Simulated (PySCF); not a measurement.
Constitutional and geometric isomers with formula CH4OSi. Isolated molecules, 0 K electronic values unless said otherwise. One relaxed conformer stands for each flexible species; it need not be the lowest. Strings in code marks are SMILES.

All values below come from PBE-D3(BJ)/def2-TZVP // B3LYP-D3(BJ)/def2-TZVP run with PySCF. Delta-SCF ions had no search for a lower state. Excitations are Tamm–Dancoff values on a coarser integration grid. The basis has no diffuse functions, so Rydberg states are missing or too high.

| species | vertical ionisation energy (Delta-SCF) (eV) | T1 excitation (TDA) (eV) | LUMO (eV) |
|---|---|---|---|
| `O=C[SiH3]` | 9.39 | 2.42 | -2.83 |
| `C1O[SiH2]1` | ___ | ___ | -1.37 |
| `C[SiH]=O` | 10.09 | ___ | -2.38 |
| `C=[SiH]O` (C–Si–O–H torsion 0°) | 8.40 | 3.22 | -1.14 |

Task: What belongs in the gaps?

Result: 
- `C1O[SiH2]1`, vertical ionisation energy (Delta-SCF) (eV): 10.02
- `C1O[SiH2]1`, T1 excitation (TDA) (eV): 4.58
- `C[SiH]=O`, T1 excitation (TDA) (eV): 3.75
